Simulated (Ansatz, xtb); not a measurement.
## Ranking isomers of AlF3H6OSi2

5 gas-phase structures of AlF3H6OSi2, from a drawn sample of its isomers (lower ones may exist). Each was relaxed with GFN2-xTB:

A. a singlet given by its coordinates
B. `[F][AlH2-][O+]([SiH3])[SiH](F)F`, a singlet
C. `[F][AlH2-][O+]([SiH2]F)[SiH2]F`, a singlet
D. a singlet given by its coordinates
E. `F[SiH2][O+]([SiH3])[AlH-]([F])[F]`, a singlet

D (Å):

```xyz
13

Al   -2.0280   -0.7204   -1.3504
F    -1.5456    0.1452   -2.6701
F    -1.9617   -2.3654   -1.4773
F    -3.2987   -0.0931   -0.5047
O    -0.5769   -0.4572   -0.1470
Si   -1.0134   -0.5138    1.4773
Si    0.9146   -0.2641   -0.9013
H     0.2573   -0.7785    2.1469
H    -1.9539   -1.6166    1.5914
H    -1.5292    0.8158    1.7722
H     0.9295   -1.2263   -1.9924
H     0.9645    1.1432   -1.2741
H     1.8624   -0.5937    0.1607
```

Close contacts (Å): Al1–F2 1.65, Al1–F3 1.65, Al1–F4 1.65, Al1–O5 1.90, Al1–Si6 3.01, Al1–Si7 3.01, O5–Si6 1.68, O5–Si7 1.68, Si6–H8 1.46, Si6–H9 1.45, Si6–H10 1.46, Si7–H11 1.45, Si7–H12 1.46, Si7–H13 1.46.

A (Å):

```
atom    x (Å)    y (Å)    z (Å)
  Al   0.2059   1.2251  -0.0013
   F  -2.7310  -1.9032   0.5134
   F  -0.9615   2.3903   0.1843
   F   1.2196   1.2356  -1.3103
   O  -1.0004  -0.2695  -0.4058
  Si  -1.5231  -0.9633   1.0023
  Si  -1.5263  -0.6159  -1.9749
   H  -0.4977  -1.8734   1.4628
   H  -2.1139   0.0526   1.8408
   H  -1.1084  -2.0011  -2.1729
   H  -2.9747  -0.4504  -1.9356
   H  -0.8410   0.3566  -2.8083
   H   0.8321   0.7402   1.2911
```

Close contacts (Å): Al1–F3 1.66, Al1–F4 1.66, Al1–O5 1.96, Al1–Si6 2.96, F2–Si6 1.61, O5–Si6 1.65, O5–Si7 1.69, Al1–H13 1.52, Si6–H8 1.45, Si6–H9 1.44, Si7–H10 1.46, Si7–H11 1.46, Si7–H12 1.45.

Make a reasoned guess at their ranking by r2SCAN-D4/def2-SVP single-point energy.

Calculated order at r2SCAN-D4/def2-SVP: D (0.000), E (0.606), A (0.744), B (1.272), C (1.365) eV.

Energies above the lowest of each column, in eV; the last columns are at PBE0-D4/def2-SVP geometries and were run for some of them only (a dash: not run or not comparable):

```csv
structure,GFN2-xTB,HF/STO-3G,r2SCAN-D4/def2-SVP,PBE0-D4/def2-SVP,CCSD(T)/def2-SVP + ΔMP2/def2-TZVPP
D,0.000,0.000,0.000,0.000,0.000
E,0.015,0.765,0.606,0.380,0.438
A,0.059,0.888,0.744,0.658,0.529
B,0.847,1.502,1.272,–,–
C,0.633,1.630,1.365,–,–
```

Every level run on D puts it lowest or level with the lowest. Flexible structures stand in one conformer each, not always the lowest. No reliable frequencies are at hand for these structures. The ΔMP2 step shifts differences by up to 0.206 eV, which makes them less sure. ΔMP2 is the change of the MP2 energy from the smaller to the larger basis.

Over these structures GFN2-xTB departs from r2SCAN-D4/def2-SVP by 0.219 eV on average once a common shift is removed. A GFN2-xTB relaxation took about 0.28 s and the r2SCAN-D4/def2-SVP energy about 1.7 s on a shared host (Ansatz 0.2.0, xtb 6.7.1).
